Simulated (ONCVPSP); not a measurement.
**Varying the ONCV potential for Ho**

Base potential:

holmium (Ho), optimised norm-conserving Vanderbilt (ONCV), made with ONCVPSP 4.0.1 (PBE, scalar-relativistic). Core [Kr] 4d10, reference 4f11 5s2 5p6 6s2. Waves: 5s+6s: rc 1.95 bohr, ncon 4, nbas 7, qcut 6.4 1/bohr, 2 projectors; 5p: rc 1.35 bohr, ncon 4, nbas 7, qcut 6 1/bohr, 1 projector; d scattering state at 0.44 Ha: rc 2.10 bohr, ncon 3, nbas 6, qcut 4.7 1/bohr, 1 projector; 4f: rc 0.90 bohr, ncon 4, nbas 8, qcut 22.1 1/bohr, 2 projectors, debl 0.8 Ha. Local part: polynomial inside 0.75 bohr (lpopt 5, dvloc0 0 Ha). Core correction: Teter function, fcfact 3, rcfact 1.25.

In the d channel the program set the typed energies aside and used 0.050 Ha.

All-electron outer shells of the reference configuration (PBE, scalar-relativistic, ld1.x):

| shell | level (eV) | outermost node (bohr) | outermost maximum (bohr) |
| --- | --- | --- | --- |
| 5s | -50.38 | 0.61 | 1.14 |
| 5p | -25.87 | 0.66 | 1.29 |
| 6s | -3.79 | 1.55 | 3.43 |
| 4f | -3.14 | – | 0.53 |

Cutoffs, loose and tight: the cutoffs (Ha) at which the residual kinetic energy of the hardest occupied pseudo-wave falls to 1 and 0.1 mHa per electron. They do not see the model core or the augmentation charge, which bear on the density cutoff. Test errors are all-electron minus pseudo excitation energies from the reference, over the configurations 4f11 5s2 5p6 6s1; 4f11 5s2 5p6 6s0; 4f10 5s2 5p6 6s0; 4f11 5s2 5p6 6s1.5. A dash means not determined; rows that change the core or the reference have their own tests.

A true bound ghost makes a file unfit for plane-wave use even where its test errors are small: the radial tests pick states by their node count and pass the ghost by.

| change | outcome | cutoff, loose | cutoff, tight | bound ghosts | GHOST(+) flags above zero | largest test error (meV) |
| --- | --- | --- | --- | --- | --- | --- |
| base | generated, projector energies reset by the program | 187 Ha | 219 Ha | s, p | d | tests left out (the all-electron energies of this program are off by 10 to 40 meV for near-neutral 4f atoms) |
| all radii but the core radius scaled by about 0.78 (s 1.52, p 1.06, d 1.64, f 0.70 bohr); local potential polynomial inside 0.58 bohr (lpopt 5, dvloc0 0 Ha) | failed: ERROR pspot: first pseudo wave function has node, program will stop | – | – | – | – | – |
| all radii but the core radius scaled by about 0.84 (s 1.64, p 1.12, d 1.76, f 0.76 bohr); local potential polynomial inside 0.62 bohr (lpopt 5, dvloc0 0 Ha) | generated, projector energies reset by the program | 208 Ha | 280 Ha | s, p, d | s | tests left out (the all-electron energies of this program are off by 10 to 40 meV for near-neutral 4f atoms) |
| all radii but the core radius scaled by about 0.92 (s 1.80, p 1.24, d 1.94, f 0.82 bohr); local potential polynomial inside 0.70 bohr (lpopt 5, dvloc0 0 Ha) | generated, projector energies reset by the program | 197 Ha | 230 Ha | s, p, d | s | tests left out (the all-electron energies of this program are off by 10 to 40 meV for near-neutral 4f atoms) |
| all radii but the core radius scaled by about 1.26 (s 2.44, p 1.70, d 2.64, f 1.14 bohr); local potential polynomial inside 0.94 bohr (lpopt 5, dvloc0 0 Ha) | failed: ERROR pspot: first pseudo wave function has node, program will stop | – | – | – | – | – |
| all radii but the core radius scaled by about 1.30 (s 2.52, p 1.76, d 2.72, f 1.16 bohr); local potential polynomial inside 0.98 bohr (lpopt 5, dvloc0 0 Ha) | failed: ERROR pspot: first pseudo wave function has node, program will stop | – | – | – | – | – |

Problem. What comes out with this change to the base: all radii but the core radius scaled by about 1.04 (s 2.02, p 1.40, d 2.18, f 0.94 bohr); local potential polynomial inside 0.78 bohr (lpopt 5, dvloc0 0 Ha)?

Solution. outcome: generated, projector energies reset by the program; cutoff, loose: 184 Ha; cutoff, tight: 215 Ha; bound ghosts: s, p; GHOST(+) flags above zero: d; largest test error (meV): tests left out (the all-electron energies of this program are off by 10 to 40 meV for near-neutral 4f atoms).

Problem. What comes out with this change to the base: all radii but the core radius scaled by about 1.19 (s 2.32, p 1.60, d 2.50, f 1.06 bohr); local potential polynomial inside 0.90 bohr (lpopt 5, dvloc0 0 Ha)?

Solution. outcome: generated, projector energies reset by the program; cutoff, loose: 194 Ha; cutoff, tight: 219 Ha; bound ghosts: s, p; GHOST(+) flags above zero: f; largest test error (meV): tests left out (the all-electron energies of this program are off by 10 to 40 meV for near-neutral 4f atoms).

Problem. What comes out with this change to the base: all radii but the core radius scaled by about 1.11 (s 2.16, p 1.50, d 2.32, f 1.00 bohr); local potential polynomial inside 0.82 bohr (lpopt 5, dvloc0 0 Ha)?

Solution. outcome: generated, projector energies reset by the program; cutoff, loose: 185 Ha; cutoff, tight: 213 Ha; bound ghosts: s, p; GHOST(+) flags above zero: d; largest test error (meV): tests left out (the all-electron energies of this program are off by 10 to 40 meV for near-neutral 4f atoms).

Reading the sweep of the scale of all radii but the core radius (base = 1) (base included, trends over the rows without a ghost): Bound ghosts are found at 0.84, 0.92, 1, 1.04, 1.11, 1.19. Every judged row has one, so this setting neither creates nor removes them. The generation fails at 0.78, 1.26, 1.3.
